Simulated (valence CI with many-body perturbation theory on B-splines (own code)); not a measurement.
Values are calculated unless marked as measured or tabulated.
# Xe XVI: what each term of the Hamiltonian does

Method: configuration interaction combined with many-body perturbation theory (CI+MBPT): three valence electrons over a frozen Dirac-Fock core [Kr], radial functions for each j: 9 s, 9 p, 10 d, 8 f, 5 g, 3 h, 1 i, with the one-electron correlation potential Σ1, the two-electron term Σ2, the three-electron term Σ3, Breit, model QED; selected CI, second order for the rest (own B-spline code, finite nucleus).

No measured levels were compared; by estimate terms of the open shell hold to 2 to 4 % of their energy, and close levels can change places. Only levels of the ground parity were solved; by the run's estimate the other parity begins above the list, which can be wrong where configurations are misplaced.

Each rung adds one term. CI alone is the Dirac-Coulomb CI over the frozen core; QED comes last and gives the full result, which names the levels. Energies are above 4d3 4F_3/2 on the same rung, in cm⁻¹.

Names give the largest LS component (configuration and term), which can be under half, so a name can repeat, a term be missing and a line seem to break the LS rules; names also repeat where a configuration has a term twice. Letters in brackets count levels of one name in rising energy.

```tsv
Level	CI alone	Σ1	Σ2	Σ3	Breit	QED	Full
4d3 4F_5/2	11541	+248	+93	+86	-480	+46	11534
4d3 4F_7/2	21350	+382	-61	+38	-776	+69	21003
4d3 4F_9/2	28470	+410	-614	-113	-846	+68	27375
4d3 4P_3/2	29557	+165	-488	-45	-273	+28	28945
4d3 4P_1/2	33994	+243	-745	-35	-433	+43	33068
4d3 2G_7/2	45897	+481	-1321	-449	-881	+82	43809
4d3 2H_9/2	47927	+522	-2017	-165	-1028	+89	45329
4d3 4P_5/2	48348	+467	-493	-228	-858	+86	47321
4d3 2D_3/2 [a]	54674	+535	+158	-443	-917	+96	54103
4d3 2P_1/2	57843	+566	-112	+188	-983	+101	57603
4d3 2H_11/2	64932	+649	-3232	-263	-1254	+104	60935
4d3 2D_5/2 [a]	68338	+647	-369	-935	-1132	+111	66660
4d3 2G_9/2	72670	+873	-1630	-384	-1613	+153	70069
4d3 2F_5/2	81651	+507	-3145	-850	-763	+80	77480
4d3 2F_7/2	82970	+604	-3226	-770	-1049	+96	78625
4d3 2P_3/2	78828	+852	+856	-97	-1511	+156	79084
4d3 2D_3/2 [b]	120274	+698	-1241	-1487	-1045	+112	117310
4d3 2D_5/2 [b]	120952	+783	+35	-1261	-1289	+134	119354
```

The middle columns are the shifts that each term adds.

**Question.** How does the ionisation energy move along the ladder, and which term matters most?

**Answer.** CI alone 370.89, + Σ1 373.11, + Σ2 374.42, + Σ3 374.43, + Breit 374.33, + QED 374.36 eV. The largest step is Σ1, 2.21 eV. NIST lists 374 ± 3 eV (theoretical).
